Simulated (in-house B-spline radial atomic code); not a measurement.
Tc⁺. Computed with a B-spline radial atomic code. Model: all-electron spherical atom, spin shells full or empty, radial basis limit, no spin-orbit coupling, Breit or QED, empty-state partial waves extrapolated as (l+1/2)^-4, RPA, G0W0 and static COHSEX of the highest shell as one setting changes (uncorrelated shells keep exact exchange).

In a row where one electron alone is correlated, RPA and GW hold only self-correlation.

Given: element Tc; charge 1; filled core Kr; hamiltonian one-electron scalar X2C; mean-field start PBE; highest l of empty states 9; nuclear rms radius 4.4112 fm; highest mean-field shell 5s up.

Shell: 4d 5 0, 5s 1 0 (electrons up and down).

```json
{"lowest nl shells left uncorrelated": "0", "RPA correlation energy (hartree)": "-3.1452", "G0W0 level (eV)": "-15.908", "G0W0 minus most complete (meV)": "0", "COHSEX level (eV)": "-17.466"}
{"lowest nl shells left uncorrelated": "1", "RPA correlation energy (hartree)": "-2.9804", "G0W0 level (eV)": "-15.908", "G0W0 minus most complete (meV)": "0.1", "COHSEX level (eV)": "-17.466"}
{"lowest nl shells left uncorrelated": "2", "RPA correlation energy (hartree)": "-2.792", "G0W0 level (eV)": "-15.91", "G0W0 minus most complete (meV)": "-1.5", "COHSEX level (eV)": "-17.47"}
{"lowest nl shells left uncorrelated": "3", "RPA correlation energy (hartree)": "-2.2574", "G0W0 level (eV)": "-15.908", "G0W0 minus most complete (meV)": "0.6", "COHSEX level (eV)": "-17.465"}
{"lowest nl shells left uncorrelated": "4", "RPA correlation energy (hartree)": "-2.0798", "G0W0 level (eV)": "-15.919", "G0W0 minus most complete (meV)": "-11.1", "COHSEX level (eV)": "-17.49"}
{"lowest nl shells left uncorrelated": "5", "RPA correlation energy (hartree)": "?", "G0W0 level (eV)": "?", "G0W0 minus most complete (meV)": "?", "COHSEX level (eV)": "?"}
{"lowest nl shells left uncorrelated": "6", "RPA correlation energy (hartree)": "?", "G0W0 level (eV)": "?", "G0W0 minus most complete (meV)": "?", "COHSEX level (eV)": "?"}
{"lowest nl shells left uncorrelated": "7", "RPA correlation energy (hartree)": "-0.63025", "G0W0 level (eV)": "-15.89", "G0W0 minus most complete (meV)": "18.6", "COHSEX level (eV)": "-17.452"}
{"lowest nl shells left uncorrelated": "8", "RPA correlation energy (hartree)": "-0.20912", "G0W0 level (eV)": "-15.713", "G0W0 minus most complete (meV)": "195.6", "COHSEX level (eV)": "-17.197"}
{"lowest nl shells left uncorrelated": "9", "RPA correlation energy (hartree)": "-0.017153", "G0W0 level (eV)": "-15.108", "G0W0 minus most complete (meV)": "799.7", "COHSEX level (eV)": "-16.081"}
```

**Question.** What follows for lowest nl shells left uncorrelated = 6?

**Answer.** RPA correlation energy -0.77741 hartree; G0W0 level -15.862 eV; G0W0 minus most complete 46.2 meV; COHSEX level -17.398 eV.

**Question.** What follows for lowest nl shells left uncorrelated = 5?

**Answer.** RPA correlation energy -1.5632 hartree; G0W0 level -15.912 eV; G0W0 minus most complete -3.5 meV; COHSEX level -17.479 eV.
